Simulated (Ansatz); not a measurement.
A nudged elastic band was laid between two geometries of ClFGaH₃O₂ (8 atoms, charge 0, multiplicity 1).

Theory: RKS PBE0/def2-SVP (Ansatz 0.2.0).

```yaml
movable_images: 7
climbing_image: yes
spring: 5.0 eV/Å²
optimiser: quadratic models (default)
start_path: through a guess of the saddle point
force_threshold: 0.03 eV/Å
iteration_limit: 60
end_points: relaxed
```

First end point:

```xyz
8
Properties=species:S:1:pos:R:3
Ga -0.416 0.106 0.139
Cl 0.895 1.707 -0.644
O -1.628 -0.585 -0.943
O -0.551 -0.081 1.890
H 1.812 -0.278 -0.640
F 1.399 -1.075 -0.340
H -1.562 -0.273 -1.852
H 0.052 0.478 2.390
```

Last end point:

```xyz
8
Properties=species:S:1:pos:R:3
Ga -0.417 -0.230 0.199
Cl 1.315 1.625 -0.787
O -1.740 -0.297 -0.965
O -0.655 0.208 1.892
H 1.753 0.379 -0.735
F 1.096 -1.121 -0.218
H -1.484 -0.660 -1.819
H 0.133 0.096 2.433
```

What changes between the two ends?

Bonds broken: H5–F6. Bonds formed: Cl2–H5.

Give the energies along the band, and the barrier.

The run converged. The highest image is number 6 of 0 to 8, 0.45 eV above the first end and 0.02 eV above the last; the last end lies 0.43 eV above the first. A vibrational analysis at the climbing image gives one clearly imaginary mode, 254i cm⁻¹: a first-order saddle point. The orbitals stay closed-shell, which can raise the energy where a bond breaks towards radicals; this wasn't checked here.

```csv
image,path coordinate (Å),energy (eV),H5–F6 (Å),Cl2–H5 (Å)
0,0.00,0.00,0.95,2.19
1,0.19,0.01,0.95,2.14
2,0.38,0.03,0.96,2.06
3,0.57,0.08,0.97,1.90
4,0.76,0.21,1.03,1.72
5,0.94,0.39,1.17,1.55
6,1.13,0.45,1.37,1.42
7,1.31,0.44,1.56,1.35
8,1.49,0.43,1.72,1.32
```

What is the geometry of the highest image?


```xyz
8
Properties=species:S:1:pos:R:3
Ga -0.398 -0.132 0.175
Cl 1.234 1.569 -0.749
O -1.726 -0.362 -0.961
O -0.638 0.146 1.899
H 1.614 0.209 -0.651
F 1.184 -1.028 -0.267
H -1.447 -0.579 -1.856
H 0.177 0.177 2.410
```

What are the harmonic wavenumbers there?

254i, 75, 156, 165, 178, 202, 223, 302, 535, 693, 758, 781, 829, 837, 896, 1713, 3923, 3924 cm⁻¹.

Run time: 5 min on 2 threads of Intel(R) Xeon(R) Platinum 8175M CPU @ 2.50GHz (Skylake/Cascade Lake), on a shared host, peak memory 0.28 GiB.
